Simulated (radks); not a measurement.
The numbers below are computed, except where a source is named.
Lu XLII, 30 electrons, occupied as [Ne] 3s2 3p5.75 3d10 4s2 5s0.25 (fractional occupations, a model configuration).

Code: a radial shooting solver on a logarithmic mesh with Libxc functionals. Model: Dirac Kohn-Sham, PBE, spin-unpolarised, spherical densities, finite nucleus; open shells are shared between the two j in proportion to 2j + 1; Fermi nuclear charge, rms radius 5.37 fm.

Energy parts (hartree):
part                       energy
total                 -13472.5001
kinetic                15121.7965
electron-nucleus      -31108.4238
Hartree                 2742.9219
exchange-correlation    -228.7947

Orbitals (lengths in bohr, moments of r in powers of bohr; r(max) is where P^2 peaks; r(90%) holds 90 % of the orbital's charge):
\begin{tabular}{lrrrrrr}
orbital & occ. & eigenvalue (hartree) & <r^4> & r(90%) & <1/r> & r(max) \\ \hline
1s1/2 & 2 & -2392.891 & 7.071e-07 & 0.0351 & 82.19 & 0.01213 \\
2s1/2 & 2 & -465.7030 & 0.0001066 & 0.126 & 19.93 & 0.06942 \\
2p1/2 & 2 & -448.1420 & 0.00006456 & 0.111 & 19.89 & 0.05186 \\
2p3/2 & 4 & -406.8824 & 0.00009077 & 0.121 & 16.99 & 0.05836 \\
3s1/2 & 2 & -156.7278 & 0.003680 & 0.305 & 7.448 & 0.1941 \\
3p1/2 & 1.91667 & -149.0890 & 0.003230 & 0.296 & 7.365 & 0.1818 \\
3p3/2 & 3.83333 & -139.9019 & 0.004091 & 0.314 & 6.624 & 0.1948 \\
3d3/2 & 4 & -127.2090 & 0.002716 & 0.285 & 6.505 & 0.1525 \\
3d5/2 & 6 & -125.1689 & 0.002918 & 0.290 & 6.327 & 0.1561 \\
4s1/2 & 2 & -75.70981 & 0.05232 & 0.588 & 3.627 & 0.4115 \\
4p1/2 & 0 & -72.46775 & 0.05195 & 0.588 & 3.564 & 0.4067 \\
4p3/2 & 0 & -69.42108 & 0.06157 & 0.613 & 3.313 & 0.4269 \\
4d3/2 & 0 & -64.25927 & 0.05740 & 0.606 & 3.208 & 0.4084 \\
4d5/2 & 0 & -63.58426 & 0.06011 & 0.613 & 3.148 & 0.4141 \\
4f5/2 & 0 & -57.92345 & 0.04310 & 0.569 & 2.953 & 0.3396 \\
4f7/2 & 0 & -57.72988 & 0.04390 & 0.571 & 2.932 & 0.3416 \\
5s1/2 & 0.25 & -44.71270 & 0.3945 & 0.966 & 2.149 & 0.7238 \\
6s1/2 & 0 & -29.48586 & 1.978 & 1.44 & 1.427 & 1.127 \\
\end{tabular}

The highest occupied level is 5s1/2 at -1216.7 eV. The configuration is held as typed, so some empty levels lie below it. The density falls to 0.001 e/bohr^3 at r = 1.24 bohr.
